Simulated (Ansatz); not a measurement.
Reaction (ligand exchange at a Y–N bond): `[NH2][Y]([OH])[OH]` + H–F → `[OH][Y]([OH])[F]` + NH₃

Computed with Ansatz on PBE0-D4/def2-TZVP structures; ΔE is electronic, products minus reactants. CCSD(T)/CBS adds triple-zeta CCSD(T) − MP2 to the extrapolated MP2 energy (def2 sets, frozen cores). This one scheme is used for every species. Elements past krypton have def2 core potentials. For Y outer-core shells are correlated without core-valence functions, which leaves a few kJ/mol of doubt a bond. One conformer a species, not always the lowest.

```
             species  CCSD(T)/CBS(def2) energy (Eh)
`[NH2][Y]([OH])[OH]`                     -245.87981
                 H–F                     -100.39570
  `[OH][Y]([OH])[F]`                     -289.81664
                 NH₃                      -56.50880
```

(1) Work out ΔE.

Largest T1 diagnostic among the species: 0.014.

Results:

(1) ΔE = (-289.81664) + (-56.50880) − (-245.87981) − (-100.39570) = -0.04993 Eh = -31.3 kcal/mol.

In def2-TZVPP, CCSD(T) changes the Hartree–Fock value by +4.1 kcal/mol (the triples alone add +0.4 kcal/mol) and MP2 by +4.3 kcal/mol. Leaving LDA and LC-ωPBE aside and taking each functional with its dispersion term where it has one, the values, not all of them listed here, spread over 2.8 kcal/mol, from B97M-V to PBE-QIDH. LDA lies +1.5 kcal/mol from PBE without D4. At CCSD(T), def2-SVP lies −3.3 kcal/mol from the extrapolated value and def2-TZVPP +1.1 kcal/mol.
